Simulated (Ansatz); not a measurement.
Consider the β-hydride elimination: `C[CH](C)[Ga]([CH3])[Cl]` → `[CH3][GaH][Cl]` + propene.

Gas-phase electronic energies from Ansatz, PBE0-D4/def2-TZVP geometries. CCSD(T)/CBS adds triple-zeta CCSD(T) − MP2 to the extrapolated MP2 energy (def2 sets, frozen cores). Functionals use def2-TZVPP. HSE06 is defined as in plane-wave codes. For Ga outer-core shells are correlated without core-valence functions, which leaves a few kJ/mol of doubt a bond. Scalar relativity is left out up to krypton. One conformer a species, not always the lowest.

Q: Is it downhill or uphill in electronic energy at CCSD(T)/CBS, and by how much? (Estimate.)

A: Computed: Uphill: ΔE = +29.6 kcal/mol.

Q: What do these levels give: PBE0-D4, r2SCAN, HSE06, CAM-B3LYP, MP2/def2-SVP, HF/CBS(def2)? (Best estimate.)

A: The calculation gave: PBE0-D4 31.1, r2SCAN 28.0, HSE06 28.2, CAM-B3LYP 24.2, MP2/def2-SVP 31.2, HF/CBS(def2) 17.2 kcal/mol.

Largest T1 diagnostic among the species: 0.011.

From r2SCAN to r2SCAN0 (25 % exact exchange), in def2-TZVPP and without D4, ΔE moves by +1.4 kcal/mol. In def2-TZVPP, CCSD(T) changes the Hartree–Fock value by +10.9 kcal/mol (the triples alone add +0.8 kcal/mol) and MP2 by +14.3 kcal/mol.
